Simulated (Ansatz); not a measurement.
`B[Se]C` + H₂ → `B[SeH]` + CH₄ at 500 K and 1 bar (hydrogenolysis of the Se–C bond).

Gas-phase electronic energies from Ansatz, PBE0-D4/def2-TZVP geometries. CBS: MP2 limit from def2 TZ/QZ plus the TZ coupled-cluster correction, frozen cores. This one scheme is used for every species. For Se outer-core shells are correlated without core-valence functions, which leaves a few kJ/mol of doubt a bond. Scalar relativity is left out up to krypton.

```
 species  CCSD(T)/CBS energy (Eh)  H − E (kJ/mol)  S (J/(mol·K))
`B[Se]C`              -2466.56684           187.2          346.5
      H₂                 -1.17544            41.0          145.5
`B[SeH]`              -2427.30556            99.1          288.4
     CH₄                -40.46206           135.6          206.8
```

H − E and S are ideal-gas, rigid-rotor, harmonic terms from PBE0-D4/def2-TZVP. For small species the MP2-based limit differs from directly extrapolated CCSD(T) by up to some mEh (0.8 for H₂); such offsets cancel only in part. 1 Eh = 2625.50 kJ/mol, R = 8.31446 J/(mol·K).

Task: By hand: ΔE, ΔH, ΔS and ΔG.

Result: ΔE = (-2427.30556) + (-40.46206) − (-2466.56684) − (-1.17544) = -0.02534 Eh = -66.5 kJ/mol. Δ(H − E) = 99.1 + 135.6 − 187.2 − 41.0 = 6.5, so ΔH = -60.0 kJ/mol. ΔS = 288.4 + 206.8 − 346.5 − 145.5 = 3.2 J/(mol·K). ΔG = -60.0 − 500 × (3.2)/1000 = -61.6 kJ/mol.

Task: By hand: the equilibrium constant, and the temperature at which ΔG would vanish if ΔH and ΔS stayed fixed.

Result: log₁₀ K = −ΔG/(RT ln 10) = 6.4. ΔH and −TΔS have one sign here, so there is no such temperature.

The number of gas molecules stays the same, so ΔS is small and ΔH decides. A doubt of 5 kJ/mol in ΔE shifts log₁₀ K by 0.5 here. These are equilibria of isolated gas molecules and say nothing of rates. Largest T1 diagnostic: 0.013 (customary marks: 0.02 for closed shells, 0.045 for open ones).

ΔS is within the doubt of such terms, so its sign, and with it that verdict, could turn.
